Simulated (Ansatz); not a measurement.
Z-matrix (Å, degrees):
```
Si
C 1 1.820
C 1 1.820 2 51.3
F 1 1.596 2 119.6 3 -105.8
H 1 1.473 2 123.3 3 108.5
H 2 1.086 1 120.9 3 -106.4
H 2 1.086 1 119.8 3 105.3
H 3 1.086 1 119.8 2 -105.2
H 3 1.086 1 120.9 2 106.5
```

Total charge 0; spin multiplicity 1.

**Question.** List the PBE0/def2-TZVPP orbital energies in eV (Ansatz). (Estimate.)

**Answer.** Computed: Occupied: -1803.31, -673.88, -278.15, -278.15, -145.57, -100.28, -100.21, -100.20, -33.24, -21.84, -16.84, -15.21, -13.33, -13.02, -12.54, -12.36, -11.12, -10.37, -8.55, -7.18. Lowest empty: 0.55, 0.78, 1.40, 1.72, 2.54, 2.73, 3.54, 4.43.
